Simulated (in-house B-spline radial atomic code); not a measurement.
Radial electron density of Br⁷⁺, [Ne] 3s2 (3p1/2)2 (3p3/2)3 3d10 (7d5/2)1. Computed with an all-electron radial atomic-structure program (B-spline basis): Dirac-Hartree-Fock, average of the jj configuration, Fermi nucleus of rms radius 4.1629 fm.

Columns: r (bohr), 4πr²n(r) (electrons per bohr), bar.

```
 0.00178    1.274 #
 0.00224    1.924 ##
 0.00281    2.866 ##
 0.00354    4.257 ####
 0.00444    6.194 #####
 0.00558    8.899 ########
   0.007    12.49 ###########
 0.00879    17.13 ###############
   0.011    22.66 ###################
  0.0139    29.13 #########################
  0.0174    35.33 ##############################
  0.0219    40.56 ###################################
  0.0275    43.33 #####################################
  0.0345    42.91 #####################################
  0.0433    39.76 ##################################
  0.0544    36.17 ###############################
  0.0683    35.59 ###############################
  0.0858    40.05 ##################################
   0.108    47.41 #########################################
   0.135    51.23 ############################################
    0.17    46.67 ########################################
   0.213    36.27 ###############################
   0.268    28.74 #########################
   0.337    29.72 ##########################
   0.423    33.54 #############################
   0.531    31.11 ###########################
   0.666    21.34 ##################
   0.837    10.39 #########
    1.05    3.559 ###
    1.32   0.8179 #
    1.66   0.1055 
    2.08  0.03769 
    2.61  0.07849 
    3.28 0.002436 
    4.12  0.09088 
    5.18   0.0541 
     6.5  0.06569 
    8.17   0.2433 
    10.3  0.07651 
    12.9 0.004231 
    16.2 3.388e-05 
    20.3 3.269e-08 
    25.5 7.762e-11
```

On this grid the curve has 6 maxima, near 0.0275, 0.135, 0.423, 2.61, 4.12, 8.17 bohr.

The 3p1/2 radial function P(r) = rR(r), positive near the nucleus, with its small component Q(r) (sign convention: Q ≈ (P' + κP/r)/2c):

| r (bohr) | P | Q |
| --- | --- | --- |
| 0.00113 | 0.001595 | 0.006779 |
| 0.00178 | 0.003077 | 0.01036 |
| 0.00281 | 0.006217 | 0.01572 |
| 0.00444 | 0.01304 | 0.02354 |
| 0.007 | 0.02782 | 0.0344 |
| 0.011 | 0.05924 | 0.04839 |
| 0.0174 | 0.125 | 0.06461 |
| 0.0275 | 0.2503 | 0.07847 |
| 0.0433 | 0.4536 | 0.0812 |
| 0.0683 | 0.6976 | 0.06196 |
| 0.108 | 0.7835 | 0.01808 |
| 0.17 | 0.3603 | -0.02821 |
| 0.268 | -0.643 | -0.04156 |
| 0.423 | -1.437 | -0.01814 |
| 0.666 | -1.169 | 0.002285 |
| 1.05 | -0.3993 | 0.003426 |
| 1.66 | -0.04199 | 0.0005158 |
